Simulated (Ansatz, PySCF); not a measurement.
Potential energy surface of H3Si (cation, charge +1), singlet: umbrella (inversion) coordinate, bond length relaxed. Scanned: angle between the Si-H bonds and the threefold axis (90 = planar). Other coordinates (Si-H bond length) were minimised at B3LYP/def2-TZVP.

- PBE/def2-TZVP (PySCF)
- CAM-B3LYP/def2-TZVP (PySCF)
- CCSD(T)/aug-cc-pVQZ = CCSD(T) on RHF/aug-cc-pVQZ, frozen core (Ansatz, a program for electronic structure)

Energies relative to the lowest point of each profile, in kJ/mol; the last columns give the difference from CCSD(T):

| a / ° | PBE | CAM-B3LYP | CCSD(T)/aug-cc-pVQZ | PBE − CCSD(T)/aug-cc-pVQZ | CAM-B3LYP − CCSD(T)/aug-cc-pVQZ |
|---|---|---|---|---|---|
| 90 | 0.0 | 0.0 | 0.0 | 0.0 | 0.0 |
| 93.90 | 3.2 | 3.5 | 3.4 | -0.2 | 0.0 |
| 96.90 | 10.1 | 10.9 | 10.8 | -0.7 | 0.1 |
| 99.90 | 20.8 | 22.5 | 22.2 | -1.4 | 0.3 |
| 102.90 | 35.5 | 38.3 | 37.8 | -2.4 | 0.5 |
| 105.90 | 54.1 | 58.5 | 57.6 | -3.5 | 0.9 |
| 108.90 | 76.9 | 83.1 | 81.7 | -4.8 | 1.4 |
| 111.90 | 103.9 | 112.2 | 110.1 | -6.2 | 2.1 |
| 114.90 | 135.3 | 146.1 | 142.9 | -7.6 | 3.2 |
| 117.90 | 171.3 | 184.9 | 180.4 | -9.1 | 4.6 |
| 120.90 | 212.2 | 228.9 | 222.5 | -10.3 | 6.4 |
| 123.90 | 258.2 | 278.5 | 269.5 | -11.4 | 8.9 |
| 126.90 | 309.6 | 333.8 | 321.6 | -12.0 | 12.2 |
| 129.90 | 367.1 | 395.6 | 379.0 | -11.9 | 16.6 |
| 132 | 411.1 | 442.8 | 422.3 | -11.2 | 20.5 |

PBE is furthest from CCSD(T)/aug-cc-pVQZ at 126.90 (-12.0 kJ/mol, below); its mean absolute difference over the points is 6.2 kJ/mol.

CAM-B3LYP is furthest from CCSD(T)/aug-cc-pVQZ at 132 (20.5 kJ/mol, above); its mean absolute difference over the points is 5.2 kJ/mol.
